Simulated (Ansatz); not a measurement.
A set of 12 reactions (redistribution), with CCSD(T)/CBS values in kJ/mol:

| reaction | ΔE |
| --- | --- |
| `[SiH3][O][AlH][Br]` + `C=C[SiH](F)OC` → `C=C[SiH](F)O[SiH3]` + `C[O][AlH][Br]` | 4.4 |
| `C[SiH2]BO[SiH3]` + `FC(F)(F)O[SiH3]` → `C[SiH2]C(F)(F)F` + `[SiH3]OBO[SiH3]` | -175.6 |
| `C[O][AlH][SiH2]S` + `CS[SiH](F)[SiH3]` → `C[O][AlH][SiH2][SiH3]` + `CS[SiH](F)S` | -24.6 |
| `O[Si](O)(O)O[SiH2]F` + `CCO[SiH2]Cl` → `F[SiH2]O[SiH2]Cl` + `CCO[Si](O)(O)O` | 3.5 |
| `C[S][GaH2]` + `BNC=C` → `C=C[NH][GaH2]` + `BSC` | 79.0 |
| `C[Si@H](O)[Si@H](O)F` + `C[O][GaH2]` → `CO[SiH](O)F` + `C[SiH](O)[GaH2]` | -71.7 |
| `CO[SiH2][O][GeH3]` + `CB(O)F` → `CO[SiH2]B(O)F` + `C[O][GeH3]` | 255.1 |
| `C[NH][GeH2][OH]` + `[CH3][W](=[O])(=[S])[Cl]` → `C[NH][GeH2][Cl]` + `[CH3][W](=[O])([OH])=[S]` | -25.7 |
| `[GaH2][Br]` + `C=[C]([SiH3])[InH2]` → `C=[C]([GaH2])[InH2]` + `[SiH3]Br` | 52.9 |
| `[SiH3][N]([SiH3])[AlH][Cl]` + `[NH2][Zn][NH2]` → `[NH2][Zn][AlH][Cl]` + `NN([SiH3])[SiH3]` | 272.3 |
| `C[S][GaH2]` + `C[SiH](O)[SiH3]` → `C[SiH](O)[GaH2]` + `CS[SiH3]` | 39.9 |
| `C[BH][AlH][OH]` + `[BH2][GeH2][CH3]` → `C[BH][AlH2]` + `[BH2][GeH]([CH3])[OH]` | 117.3 |

Program: Ansatz. Geometries: PBE0-D4/def2-TZVP. ΔE: electronic, gas phase. CCSD(T)/CBS is the MP2 limit (def2-TZVPP, def2-QZVPP) plus CCSD(T) − MP2 in def2-TZVPP, frozen cores. Functionals use def2-TZVPP. B3LYP here is the variant with VWN-RPA as its local correlation; programs differ in this. def2 core potentials past Kr. For Br, Ga, Ge, In, W, Zn outer-core shells are correlated without core-valence functions, which leaves a few kJ/mol of doubt a bond. Scalar relativity is left out up to krypton. One conformer a species, not always the lowest.

Task: Give the mean, mean absolute and largest difference (level minus CCSD(T)/CBS, kJ/mol) for: PBE-D4, r2SCAN-D4, ωB97M-V, B2PLYP, PBE, r2SCAN, PBE0, B3LYP, HF/def2-TZVPP, SCS-MP2/def2-TZVPP, CCSD/def2-TZVPP, HF/def2-QZVPP, MP2/CBS(def2), CCSD/CBS(def2). (An estimate is asked.)

Result: Ansatz gave: 
```csv
level,mean,mean absolute,largest
PBE-D4,-3.7,9.8,-35.6
r2SCAN-D4,-0.3,4.3,-10.0
ωB97M-V,-2.1,3.7,-14.2
B2PLYP,-0.2,2.5,-10.6
PBE,-3.8,10.5,-40.8
r2SCAN,-0.3,4.3,-11.3
PBE0,-2.4,7.6,-31.9
B3LYP,-2.4,6.0,-29.3
HF/def2-TZVPP,-0.6,10.2,-20.5
SCS-MP2/def2-TZVPP,1.5,3.2,11.0
CCSD/def2-TZVPP,-0.2,2.4,6.3
HF/def2-QZVPP,-0.2,9.9,18.5
MP2/CBS(def2),2.9,5.5,20.7
CCSD/CBS(def2),-0.2,1.7,-4.2
```

The largest T1 diagnostic in the set is 0.023, for `[CH3][W](=[O])([OH])=[S]` (customary mark 0.02).

CCSD(T)/CBS is a level of theory with its own doubt, and the functionals carry their triple-zeta basis error, so these figures describe this set and don't rank the functionals.
